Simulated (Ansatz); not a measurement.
Two structures of SiH3ClO2, singlet, reached by relaxing down either side of one saddle point (PBE0-D4/def2-TZVP). Energies are electronic, without zero-point energy. Ansatz 0.2.0; basis: def2-TZVPP and def2-QZVPP; cores frozen in the correlated methods. Extrapolation: Hartree–Fock as exp(−7.88 √X), correlation as X^−2.97. First:

Si1  (-0.149, 0.184, 0.301)
O2  (1.398, -0.117, -0.118)
O3  (-0.928, 0.855, -0.952)
H4  (-0.871, 0.428, -1.809)
H5  (-0.286, 1.121, 1.424)
Cl6  (-0.999, -1.605, 0.866)
H7  (1.836, -0.867, 0.286)
(Å)

Second:

```xyz
7
angstrom
Si -0.6945 0.2832 0.3466
O 1.0724 0.0695 -0.4011
O -1.4172 0.6821 -0.9338
H 0.8126 0.2300 -1.3280
H -0.3760 1.1720 1.4788
Cl -0.8243 -1.6094 1.1639
H 1.4271 -0.8277 -0.3265
```

Task: Which bonds change from the first to the second?

Result: SiH₃ClO₂ ([OH][SiH]([OH])[Cl]) → SiHClO ([O][SiH][Cl]) + H₂O (still joined by a long Si–O bond); bonds formed: O2–H4; bonds broken: O3–H4; bonds weakened to dative contacts: Si1–O2.

Task: Give the saddle point's structure and its height above each. (An estimate is asked for; the value comes from the calculation.)

Result: Computed: 224.9 kJ/mol above the first and 15.8 kJ/mol above the second (CCSD(T) at an estimated basis limit (MP2 extrapolated from triple and quadruple zeta, plus CCSD(T) − MP2 in triple zeta)).
Si1  (-0.571, 0.239, 0.376)
O2  (1.101, 0.079, -0.390)
O3  (-1.089, 0.607, -1.040)
H4  (0.416, 0.293, -1.199)
H5  (-0.425, 1.188, 1.491)
Cl6  (-0.913, -1.598, 1.212)
H7  (1.481, -0.807, -0.450)
(Å)

The T1 diagnostic stays at or below 0.015.

Labels in which every atom is bracketed show which atoms are joined, not bond orders.

For scale, one of the runs: CCSD(T)/def2-TZVPP, 188 basis functions, launched by `ansatz run in.yaml --threads 2 --pin off --events-out ev --progress --plain --max-ram 4352MiB`. Time: 64 s of wall clock on 2 CPU threads of an Arm Neoverse V2; the host was shared. Peak host memory: 1.9 GiB.
